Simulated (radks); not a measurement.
Q: These are the eigenvalues of the occupied orbitals of an atom or ion with whole-number occupations (eV). Method: scalar-relativistic Kohn-Sham, LDA (Slater exchange, VWN5 correlation), spin-polarised, spherical densities, finite nucleus; Fermi nuclear charge, rms radius of each element as measured or else 0.836 A^(1/3) + 0.57 fm; computed with a radial shooting solver on a logarithmic mesh with Libxc functionals.

orbital  eigenvalue
1s up     -100360.7
1s down   -100332.9
2s up     -24813.57
2s down   -24766.46
2p up     -22634.63

Which element is it, and in what charge state? The configuration may be excited. Open shells, if any, are filled with parallel spins first.

A: Z = 83, bismuth, charge +78: Bi78+ in [He] 2s2 2p1. The list shows which subshells hold electrons but not how many an open one holds; the 1s level, -3688.2 hartree, gives Z - s = 85.9 by -(Z - s)^2/2, which with screening and relativity narrows Z to a few neighbours, and the depths of the outer levels then fix element, charge and occupations together.
